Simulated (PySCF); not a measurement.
C4H5FO, SMILES O=C1CC[C@@H]1F. Atoms are numbered in the order given.

```xyz
11

O      1.4258     1.1166     0.6970
C      0.7023     0.4680     0.0023
C      0.0923     0.6535    -1.3934
C     -1.0452    -0.3005    -0.9389
C     -0.1609    -0.7845     0.2308
F     -0.7352    -0.9519     1.4544
H     -0.1706     1.6862    -1.6646
H      0.7367     0.2287    -2.1798
H     -1.3901    -1.0629    -1.6498
H     -1.9066     0.2578    -0.5437
H      0.4100    -1.6947    -0.0322
```

Geometry: ωB97X-D3(BJ)/def2-SVP. The structure was generated by enumeration; whether it is a known compound was not checked.

Method: PBE/pcSseg-1 in PySCF.

GIAO shieldings, no solvent; atoms listed in one row are averaged. δ = σ(ref) − σ: ¹⁷O against H2O (σ = 334.3 ppm); ¹³C against TMS (σ = 182.0 ppm); ¹⁹F against CFCl3 (σ = 133.6 ppm); ¹H against TMS (σ = 31.49 ppm), references at their B3LYP-D3(BJ)/def2-TZVP geometries, non-relativistic.

Estimate the chemical shifts. (The exact figures need the calculation; the answer reports its results.)


```json
[
 {"nucleus": "¹⁷O", "atoms": "O1", "count": "1", "δ (ppm)": "650.3"},
 {"nucleus": "¹³C", "atoms": "C2", "count": "1", "δ (ppm)": "208.3"},
 {"nucleus": "¹³C", "atoms": "C5", "count": "1", "δ (ppm)": "103.1"},
 {"nucleus": "¹³C", "atoms": "C3", "count": "1", "δ (ppm)": "41.2"},
 {"nucleus": "¹³C", "atoms": "C4", "count": "1", "δ (ppm)": "25.4"},
 {"nucleus": "¹⁹F", "atoms": "F6", "count": "1", "δ (ppm)": "-212.1"},
 {"nucleus": "¹H", "atoms": "H11", "count": "1", "δ (ppm)": "5.70"},
 {"nucleus": "¹H", "atoms": "H7, H8", "count": "2", "δ (ppm)": "2.87"},
 {"nucleus": "¹H", "atoms": "H9", "count": "1", "δ (ppm)": "2.61"},
 {"nucleus": "¹H", "atoms": "H10", "count": "1", "δ (ppm)": "2.15"}
]
```
